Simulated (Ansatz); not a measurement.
ClH$_{8}$NOSi$_{3}$ (`N[Si]([SiH3])(Cl)O[SiH3]`), relaxed with RKS PBE0-D4/def2-TZVP in Ansatz from a GFN2-xTB geometry. The force threshold is 0.005 eV/Å; the program also tests the step.

Charge 0, multiplicity 1.

Start:

```xyz
14

N     1.790   -0.272    0.892
Si    0.320   -0.699    0.094
Si   -1.546   -1.228    1.337
Cl    0.908   -2.150   -1.190
O    -0.116    0.602   -0.771
Si    0.075    1.819   -1.827
H     1.824    0.567    1.448
H     2.370   -0.988    1.296
H    -1.545   -2.637    1.749
H    -2.817   -0.981    0.651
H    -1.583   -0.442    2.580
H     1.287    1.611   -2.615
H    -1.136    1.774   -2.642
H     0.167    3.024   -1.003
```

Problem. By how much does the energy fall, and how many steps does the optimiser take? (Best estimate.)

Solution. Ansatz gave: 19.26 kJ/mol, in 33 steps.

Problem. Which bonds change most? (Estimate.)

Solution. Ansatz gave: Si2–Cl4 from 2.025 to 2.064 Å; Si2–Si3 from 2.304 to 2.333 Å; O5–Si6 from 1.623 to 1.647 Å; Si6–H12 from 1.460 to 1.484 Å.

Problem. Give the relaxed structure. (Estimate.)

Solution. The calculation gave: 
```xyz
14

N     1.633   -0.150    0.862
Si    0.189   -0.601    0.075
Si   -1.564   -1.353    1.419
Cl    0.757   -2.137   -1.182
O    -0.391    0.651   -0.790
Si    0.173    1.827   -1.796
H     1.645    0.549    1.587
H     2.399   -0.797    0.940
H    -1.134   -2.565    2.165
H    -2.763   -1.680    0.602
H    -1.926   -0.295    2.404
H     1.179    1.275   -2.737
H    -0.986    2.360   -2.551
H     0.788    2.918   -0.998
```
